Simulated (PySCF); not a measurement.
# Radial density of Cd (cadmium, neutral)

TPSSh, [Kr] 4d9 5s2 5p1, one real determinant (an excited configuration). Calculation: PySCF 2.14, in ANO-RCC-VTZP (7s6p4d2f1g, 68 functions); the spin-free X2C one-electron Hamiltonian (Gaussian nucleus).

```json
{"r (bohr)": "0.0263", "4πr²ρ (e/bohr)": "59.72", "4πr²(ρα − ρβ)": "0.0022"}
{"r (bohr)": "0.0442", "4πr²ρ (e/bohr)": "52.79", "4πr²(ρα − ρβ)": "0.0083"}
{"r (bohr)": "0.0744", "4πr²ρ (e/bohr)": "72.26", "4πr²(ρα − ρβ)": "0.0299"}
{"r (bohr)": "0.125", "4πr²ρ (e/bohr)": "68.48", "4πr²(ρα − ρβ)": "0.1179"}
{"r (bohr)": "0.211", "4πr²ρ (e/bohr)": "55.10", "4πr²(ρα − ρβ)": "0.2618"}
{"r (bohr)": "0.354", "4πr²ρ (e/bohr)": "53.59", "4πr²(ρα − ρβ)": "0.0528"}
{"r (bohr)": "0.596", "4πr²ρ (e/bohr)": "17.94", "4πr²(ρα − ρβ)": "0.3594"}
{"r (bohr)": "1.00", "4πr²ρ (e/bohr)": "18.08", "4πr²(ρα − ρβ)": "0.9656"}
{"r (bohr)": "1.69", "4πr²ρ (e/bohr)": "4.953", "4πr²(ρα − ρβ)": "0.4679"}
{"r (bohr)": "2.83", "4πr²ρ (e/bohr)": "1.357", "4πr²(ρα − ρβ)": "0.3491"}
{"r (bohr)": "4.77", "4πr²ρ (e/bohr)": "0.2532", "4πr²(ρα − ρβ)": "0.1442"}
{"r (bohr)": "8.02", "4πr²ρ (e/bohr)": "0.01272", "4πr²(ρα − ρβ)": "0.0119"}
{"r (bohr)": "13.5", "4πr²ρ (e/bohr)": "4.949e-05", "4πr²(ρα − ρβ)": "0.0000"}
```

Densities and radii are taken from the X2C orbitals without a picture-change correction, which distorts them close to the nucleus.

⟨L²⟩ = 8.01 against 12 for a pure F term, so this real determinant mixes terms.
